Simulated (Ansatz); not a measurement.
System: sum formula ZnOH, charge 0, multiplicity 2. The spin state was set by rule; other spins were not relaxed. 
Geometry from a B3LYP-D3(BJ)/def2-TZVP (Ansatz, a quantum-chemistry and plane-wave program) optimisation:
```xyz
3

Zn    -0.3184    -0.1518    -0.2560
O      1.0585     0.3996     0.8403
H      1.0851     1.3571     0.9575
```
Charge 0, spin multiplicity 2.

Basis-set convergence of Hartree-Fock and CCSD(T) correlation energies (hartree) with Ansatz. Correlated levels leave the core frozen unless marked. UHF or UKS for open shells. Spin-orbit coupling is left out. The frozen core is the preceding noble-gas configuration, with the filled d and f shells of earlier blocks. No relativistic terms.

```csv
basis,functions,E(HF),"E(corr, CCSD(T))"
def2-SVP,50,-1852.92093,-0.47368
def2-TZVPP,109,-1853.27123,-0.70964
def2-QZVPP,187,-1853.31783,-0.76358
```

Extrapolating the two largest sets (X = 3 and 4) as X^-3: E(corr) = (64·(-0.76358) - 27·(-0.70964))/37 = -0.8029 Eh, an estimate of the basis-set limit. The largest set recovers 95.1 % of it, the smallest 59.0 %.
